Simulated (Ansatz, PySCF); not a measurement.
Species: sum formula SnOH₃, net charge -1, singlet state. It need not be the lowest isomer of its formula. Whether it binds its extra electron was not tested at this geometry. 
Geometry from a B3LYP-D3(BJ)/def2-TZVP (Ansatz, an electronic-structure program) optimisation:
```xyz
5

Sn    -0.2669     0.1246    -0.0980
O      1.6277    -0.5740     0.5143
H     -1.1363    -0.3635     1.4213
H     -0.7668    -1.4158    -0.9223
H      2.2260     0.1433     0.2866
```
Charge -1, spin multiplicity 1.

Total electronic energies in hartree. Cores are frozen in the correlated levels unless marked. Spin-orbit coupling is left out. The frozen core is the preceding noble-gas configuration, with the filled d and f shells of earlier blocks. Past Kr the def2 sets carry scalar-relativistic core potentials. CBS(X,Y): correlation extrapolated as X^-3; Hartree-Fock from the larger set.

```json
[
 {"level": "RI-HF/def2-TZVPP", "program": "Ansatz", "energy (Eh)": "-290.00305"},
 {"level": "SVWN5/def2-TZVPD", "program": "Ansatz", "energy (Eh)": "-290.51320"},
 {"level": "BLYP/def2-TZVPD", "program": "PySCF", "energy (Eh)": "-291.33904"},
 {"level": "revPBE-D4/def2-TZVPD", "program": "Ansatz + dftd4", "energy (Eh)": "-291.43590"},
 {"level": "B3LYP/def2-TZVPD", "program": "Ansatz", "energy (Eh)": "-291.48573"},
 {"level": "r2SCANh/def2-TZVPD", "program": "Ansatz", "energy (Eh)": "-291.42602"},
 {"level": "PW6B95-D4/def2-TZVPD", "program": "PySCF + dftd4", "energy (Eh)": "-291.61797"},
 {"level": "HSE06/def2-TZVPD", "program": "Ansatz", "energy (Eh)": "-291.31614"},
 {"level": "LC-wPBE-D4/def2-TZVPD", "program": "Ansatz + dftd4", "energy (Eh)": "-291.39431"},
 {"level": "MP2/def2-QZVPPD", "program": "Ansatz", "energy (Eh)": "-290.41655"},
 {"level": "RI-MP2/CBS(def2-TZVPPD,def2-QZVPPD)", "program": "Ansatz", "energy (Eh)": "-290.4363"},
 {"level": "SCS-MP2/def2-TZVPP", "program": "Ansatz", "energy (Eh)": "-290.37839"},
 {"level": "CCSD/def2-QZVPPD", "program": "Ansatz", "energy (Eh)": "-290.43173"},
 {"level": "CCSD/CBS(def2-TZVPPD,def2-QZVPPD)", "program": "Ansatz", "energy (Eh)": "-290.4483"},
 {"level": "CCSD(T)/CBS(def2-TZVPPD,def2-QZVPPD)", "program": "Ansatz", "energy (Eh)": "-290.4664"}
]
```

Totals of different functionals don't rank their quality; only differences between species are comparable.
